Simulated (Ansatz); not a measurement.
`N[SiH2][SbH2]` + `NC=O` → `O=C[NH][SbH2]` + `N[SiH3]` at 700 K and 1 bar (cleavage of the Sb–Si bond).

Gas-phase electronic energies from Ansatz, PBE0-D4/def2-TZVP geometries. CCSD(T)/CBS is the MP2 limit (def2-TZVPP, def2-QZVPP) plus CCSD(T) − MP2 in def2-TZVPP, frozen cores. This one scheme is used for every species. Elements past krypton have def2 core potentials. For Sb outer-core shells are correlated without core-valence functions, which leaves a few kJ/mol of doubt a bond. Each species was taken in one conformer, which may not be the lowest.

| species | CCSD(T)/CBS energy (Eh) | H − E (kJ/mol) | S (J/(mol·K)) |
| --- | --- | --- | --- |
| `N[SiH2][SbH2]` | -587.42139 | 220.2 | 451.9 |
| `NC=O` | -169.73435 | 160.3 | 314.7 |
| `O=C[NH][SbH2]` | -410.33905 | 190.9 | 415.8 |
| `N[SiH3]` | -346.80422 | 180.7 | 336.3 |

H − E and S are ideal-gas, rigid-rotor, harmonic terms from PBE0-D4/def2-TZVP, for one conformer and one mirror image of each species. 1 Eh = 2625.50 kJ/mol, R = 8.31446 J/(mol·K).

Problem. By hand: ΔE, ΔH, ΔS and ΔG.

Solution. ΔE = (-410.33905) + (-346.80422) − (-587.42139) − (-169.73435) = 0.01247 Eh = 32.7 kJ/mol. Δ(H − E) = 190.9 + 180.7 − 220.2 − 160.3 = -8.9, so ΔH = 23.8 kJ/mol. ΔS = 415.8 + 336.3 − 451.9 − 314.7 = -14.5 J/(mol·K). ΔG = 23.8 − 700 × (-14.5)/1000 = 34.0 kJ/mol.

Problem. By hand: the equilibrium constant, and the temperature at which ΔG would vanish if ΔH and ΔS stayed fixed.

Solution. log₁₀ K = −ΔG/(RT ln 10) = -2.5. ΔH and −TΔS have one sign here, so there is no such temperature.

TΔS isn't small against ΔH here. A doubt of 5 kJ/mol in ΔE shifts log₁₀ K by 0.4 here. Other conformers and mirror images would add mixing entropy, several J/(mol·K) or more a flexible species. These are equilibria of isolated gas molecules and say nothing of rates. Largest T1 diagnostic: 0.017 (customary marks: 0.02 for closed shells, 0.045 for open ones).
